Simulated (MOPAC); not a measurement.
MOPAC input (PM6):

```
PM6 PRECISE GNORM=0.05 LET XYZ UHF MS=0.5 GEO-OK AUX(PRECISION=9) THREADS=1
CH3Se

C     0.74148865 1   -1.28653962 1   -0.32335225 1
Se   -0.21388692 1    0.36606753 1    0.09144170 1
H     1.78584965 1   -1.11162642 1   -0.05722648 1
H     0.67976908 1   -1.50618972 1   -1.38615624 1
H     0.35760483 1   -2.10924229 1    0.27447826 1
```

Output:

```
 *******************************************************************************
 **                                                                           **
 **                              MOPAC v23.2.5                                **
 **                                                                           **
 *******************************************************************************
 ** MOPAC's Digital Object Identifier: https://doi.org/10.5281/zenodo.6511958 **
 **                                                                           **
 ** Please cite the open-source release paper for use of this MOPAC version:  **
 ** J. E. Moussa and J. J. P. Stewart (2026)                                  **
 ** MOPAC: An open-source semiempirical molecular orbital program             **
 ** J. Open Source Softw., 11(119), 8025, https://doi.org/10.21105/joss.08025 **
 *******************************************************************************

                              PM6 CALCULATION RESULTS

 *******************************************************************************
 *  PM6        - The PM6 Hamiltonian to be used
 *  GEO-OK     - OVERRIDE INTERATOMIC DISTANCE AND OTHER SAFETY CHECKS
 *  UHF        - UNRESTRICTED HARTREE-FOCK CALCULATION
 *  MS=        - IN MECI, MAGNETIC COMPONENT OF SPIN =  0.5
 *  LET        - OVERRIDE SOME SAFETY CHECKS
 *  PRECISE    - TIGHTER CRITERIA TO BE USED
 *  XYZ        - CARTESIAN COORDINATE SYSTEM TO BE USED
 *  GNORM      - EXIT WHEN GRADIENT NORM DROPS BELOW 0.050
 *  AUX        - OUTPUT AUXILIARY INFORMATION
 *******************************************************************************
PM6 PRECISE GNORM=0.05 LET XYZ UHF MS=0.5 GEO-OK AUX(PRECISION=9) THREADS=1
 CH3Se

   ATOM   CHEMICAL          X               Y               Z
  NUMBER   SYMBOL      (ANGSTROMS)     (ANGSTROMS)     (ANGSTROMS)

     1       C          0.74148865  *  -1.28653962  *  -0.32335225  *
     2      Se         -0.21388692  *   0.36606753  *   0.09144170  *
     3       H          1.78584965  *  -1.11162642  *  -0.05722648  *
     4       H          0.67976908  *  -1.50618972  *  -1.38615624  *
     5       H          0.35760483  *  -2.10924229  *   0.27447826  *

          CARTESIAN COORDINATES

    NO.       ATOM           X           Y           Z

     1         C          0.7415     -1.2865     -0.3234
     2        Se         -0.2139      0.3661      0.0914
     3         H          1.7858     -1.1116     -0.0572
     4         H          0.6798     -1.5062     -1.3862
     5         H          0.3576     -2.1092      0.2745

 General Reference for PM6:
 "Optimization of Parameters for Semiempirical Methods V: Modification of NDDO Approximations
 and Application to 70 Elements", J. J. P. Stewart, J. Mol. Mod., 13, 1173-1213 (2007)
 URL: https://link.springer.com/article/10.1007/s00894-007-0233-4

           Empirical Formula: C H3 Se  =     5 atoms

      MOLECULAR POINT GROUP   :   Cs

          UHF CALCULATION, NO. OF ALPHA ELECTRONS =    7
                           NO. OF BETA  ELECTRONS =    6

          Geometry optimization using EF

          DIAGONAL MATRIX USED AS START HESSIAN

 CYCLE:     1  GRAD.:    29.383 HEAT:  26.35573
 CYCLE:     2  GRAD.:   146.500 HEAT:  33.54766
 CYCLE:     3  GRAD.:     6.173 HEAT:  25.81840
 CYCLE:     4  GRAD.:     3.520 HEAT:  25.80273
 CYCLE:     5  GRAD.:     7.004 HEAT:  25.81729
 CYCLE:     6  GRAD.:     1.826 HEAT:  25.79737
 CYCLE:     7  GRAD.:     2.143 HEAT:  25.79879
 CYCLE:     8  GRAD.:     0.145 HEAT:  25.79473
 CYCLE:     9  GRAD.:     0.077 HEAT:  25.79468
 CYCLE:    10  GRAD.:     0.035 HEAT:  25.79466

     GRADIENT =  0.03516 IS LESS THAN CUTOFF =  0.05000

 -------------------------------------------------------------------------------
 PM6 PRECISE GNORM=0.05 LET XYZ UHF MS=0.5 GEO-OK AUX(PRECISION=9) THREADS=1
 CH3Se

     GEOMETRY OPTIMISED USING EIGENVECTOR FOLLOWING (EF).
     SCF FIELD WAS ACHIEVED

                              PM6 CALCULATION
                                                       MOPAC v23.2.5 Linux

          FINAL HEAT OF FORMATION =         25.79466 KCAL/MOL =     107.92487 KJ/MOL

          COSMO AREA              =         84.58 SQUARE ANGSTROMS
          COSMO VOLUME            =         67.91 CUBIC ANGSTROMS

          GRADIENT NORM           =          0.03516          =       0.01572 PER ATOM
          IONIZATION POTENTIAL    =          8.169383 EV
          ALPHA SOMO LUMO (EV)    =         -8.808  0.533
          BETA  SOMO LUMO (EV)    =         -8.169 -2.191
          NO. OF ALPHA ELECTRONS  =          7
          NO. OF BETA  ELECTRONS  =          6
          MOLECULAR WEIGHT        =         93.9947         POINT GROUP:  Cs

          MOLECULAR DIMENSIONS (Angstroms)

            Atom       Atom       Distance
            H     4   Se     2     2.54953
            H     5    H     3     1.76555
            H     3   Se     2     1.39903

          SCF CALCULATIONS        =         11

   ATOM   CHEMICAL          X               Y               Z
  NUMBER   SYMBOL      (ANGSTROMS)     (ANGSTROMS)     (ANGSTROMS)

     1       C          0.73318517  *  -1.25882743  *  -0.31489954  *
     2      Se         -0.21305306  *   0.36122307  *   0.08984422  *
     3       H          1.79963206  *  -1.14324963  *  -0.06603653  *
     4       H          0.68167449  *  -1.52022531  *  -1.37975961  *
     5       H          0.36320078  *  -2.11636965  *   0.26185161  *

                             CARTESIAN COORDINATES

   1    C        0.733185171    -1.258827432    -0.314899542
   2   Se       -0.213053064     0.361223074     0.089844223
   3    H        1.799632062    -1.143249631    -0.066036530
   4    H        0.681674491    -1.520225314    -1.379759612
   5    H        0.363200784    -2.116369647     0.261851610

           Empirical Formula: C H3 Se  =     5 atoms

      MOLECULAR POINT GROUP   :   Cs

          ALPHA EIGENVALUES
 -25.53279 -22.60574 -14.65947 -14.53655 -12.74450  -9.95913  -8.80818   0.53328
   5.17526   5.33161   6.23783

           BETA EIGENVALUES
 -25.12385 -19.87042 -14.50655 -14.28964 -12.53588  -8.16938  -2.19072   0.80476
   5.20952   5.33385   6.24891

              NET ATOMIC CHARGES AND DIPOLE CONTRIBUTIONS

  ATOM NO.   TYPE          CHARGE      No. of ELECS.   s-Pop       p-Pop
    1          C          -0.572481        4.5725     1.08765     3.48483
    2         Se           0.021381        5.9786     1.99111     3.98751
    3          H           0.188686        0.8113     0.81131
    4          H           0.181208        0.8188     0.81879
    5          H           0.181208        0.8188     0.81879
 DIPOLE           X         Y         Z       TOTAL
 POINT-CHG.     0.502    -0.703    -0.158     0.878
 HYBRID         0.214    -0.329    -0.078     0.400
 SUM            0.716    -1.032    -0.236     1.278

          ATOMIC ORBITAL ELECTRON POPULATIONS

     Atom    s        px        py        pz
    1  C   1.08765   1.16662   1.11702   1.20118
    2 Se   1.99111   1.04713   1.08615   1.85424
    3  H   0.81131
    4  H   0.81879
    5  H   0.81879

                    (SZ)    =    0.500000
                    (S**2)  =    0.755081

          ATOMIC ORBITAL SPIN POPULATIONS

    Atom   Total    s     px     py     pz
         Atomic
    1  C -0.0688 -0.010 -0.013 -0.041 -0.005
    2 Se  1.0282  0.001  0.718  0.210  0.099
    3  H  0.0256  0.026
    4  H  0.0075  0.007
    5  H  0.0075  0.007

 **********************
 *                    *
 * JOB ENDED NORMALLY *
 *                    *
 **********************

 == MOPAC DONE ==
```

The geometry given is a B3LYP-D3(BJ)/def2-TZVP minimum.
